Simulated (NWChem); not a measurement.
System: TiN2H6; SMILES [NH2][TiH2][NH2]

Here is an NWChem input.

```
start job
memory heap 200 mb stack 900 mb global 1100 mb
geometry units angstroms noautoz
  Ti    -0.000127    -0.014330    -0.391956
  N      1.589180    -0.021440     0.574790
  H      1.751394    -0.188953     1.564734
  H      2.478266     0.126590     0.097242
  N     -1.589336     0.005436     0.574777
  H     -2.475823     0.167964     0.097112
  H     -1.754350    -0.158831     1.564802
  H     -0.012219    -1.443956    -1.344454
  H      0.010348     1.227462    -1.589542
end
basis spherical
  * library def2-svp
end
dft
  xc xpbe96 cpbe96
  iterations 150
  mulliken
end
task dft energy
```

Coordinates come from a B3LYP/6-31G* (spherical d) optimisation.

**Question.** Give the results of this calculation. (PBE/def2-SVP.) Quantities: energy (Ha); highest occupied level (eV); orbital gap (eV); dipole (D).

**Answer.** 
```json
{
 "energy (Ha)": "-962.04",
 "highest occupied level (eV)": "-5.97",
 "orbital gap (eV)": "3.09",
 "dipole (D)": "3.24"
}
```
